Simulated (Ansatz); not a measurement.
Start from `[SiH3]OCCCl` and change one atom or group to get `BOCO[SiH3]`.

Ansatz, PBE0-D4/def2-TZVP geometries, multiplicity 1. Each molecule was computed in one conformer, which needn't be the lowest.

```
                                          property  `[SiH3]OCCCl`
                 HOMO energy (PBE/def2-TZVPP) / eV          -6.93
                 LUMO energy (PBE/def2-TZVPP) / eV          -0.95
               HOMO energy (B3LYP/def2-TZVPP) / eV          -8.22
    size of the dipole moment (PBE/def2-TZVPP) / D           1.09
size of the dipole moment (ωB97M-V/def2-TZVPP) / D           1.13
  size of the dipole moment (B3LYP/def2-TZVPP) / D           1.16
```

Problem. What does the change do to each property? (Estimate.)

Solution. Ansatz gave: 
| property | `BOCO[SiH3]` | shift |
| --- | --- | --- |
| HOMO energy (PBE/def2-TZVPP) / eV | -7.20 | -0.27 |
| LUMO energy (PBE/def2-TZVPP) / eV | -1.61 | -0.66 |
| HOMO energy (B3LYP/def2-TZVPP) / eV | -8.45 | -0.23 |
| size of the dipole moment (PBE/def2-TZVPP) / D | 1.03 | -0.06 |
| size of the dipole moment (ωB97M-V/def2-TZVPP) / D | 1.01 | -0.12 |
| size of the dipole moment (B3LYP/def2-TZVPP) / D | 1.00 | -0.16 |

With PBE0 the HOMO falls by 0.20 eV and the LUMO falls by 0.56 eV, so the gap narrows by about 0.36 eV. PBE moves the HOMO by -0.27 eV and ωB97M-V by -0.19 eV. Dipoles are sizes alone; their direction can turn.

B3LYP here is the variant with VWN-RPA as its local correlation; programs differ in this.
